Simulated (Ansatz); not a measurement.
Ansatz results at the PBE0-D4/def2-TZVP geometry: size of the dipole moment (ωB97M-V/def2-TZVPP) 2.61 D; LUMO energy (PBE/def2-TZVPP) -2.79 eV; HOMO energy (PBE0/def2-TZVPP) -7.93 eV.

Question: Which molecule gave them?
A. `C=[CH][In]([F])[Cl]`
B. `C[N](C)[In]([CH3])[O][SiH3]`
C. `[F][InH][I]`
D. `[CH3][In]([CH3])[C](C)(C)C`

Answer: C. The others give `C=[CH][In]([F])[Cl]`: 4.02, -2.70, -8.72; `C[N](C)[In]([CH3])[O][SiH3]`: 3.35, -1.69, -6.12; `[CH3][In]([CH3])[C](C)(C)C`: 0.14, -1.65, -6.15.
